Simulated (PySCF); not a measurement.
H7SbSi2, SMILES [SiH3][SbH][SiH3].

The structure is a stationary point at r2SCAN-D4/def2-SVP. The def2 effective core potentials stand for the cores of Sb; spin–orbit coupling is left out.

Two levels are set side by side: TDA-PBE/def2-SVPD (PySCF) and TDA-PBE0/def2-SVPD (PySCF). Vertical, same geometry. The lowest singlet is HOMO→LUMO+1 85 % with PBE and HOMO→LUMO+1 87 % with the other functional; states are paired by order. Differences are taken from unrounded values.

```tsv
quantity	TDA-PBE0
lowest singlet excitation (eV)	5.54
lowest triplet excitation (TDA) (eV)	4.63
first bright state (f over 0.05) (eV)	5.65
its oscillator strength	0.06
```

What does TDA-PBE give, and how far is it from TDA-PBE0? (The exact figures need the calculation; the answer reports its results.)


```json
[
 {"quantity": "lowest singlet excitation (eV)", "TDA-PBE": "5.29", "TDA-PBE minus TDA-PBE0": "-0.25"},
 {"quantity": "lowest triplet excitation (TDA) (eV)", "TDA-PBE": "4.51", "TDA-PBE minus TDA-PBE0": "-0.12"},
 {"quantity": "first bright state (f over 0.05) (eV)", "TDA-PBE": "5.41", "TDA-PBE minus TDA-PBE0": "-0.23"},
 {"quantity": "its oscillator strength", "TDA-PBE": "0.06", "TDA-PBE minus TDA-PBE0": "0.00"}
]
```

A lower first singlet is the usual sign of a functional without exact exchange. Differences between two approximate levels are no errors against the true value.

Rough cost on one machine, each run with all the roots and properties that it gave: TDA-PBE0 against TDA-PBE within a factor of 2.
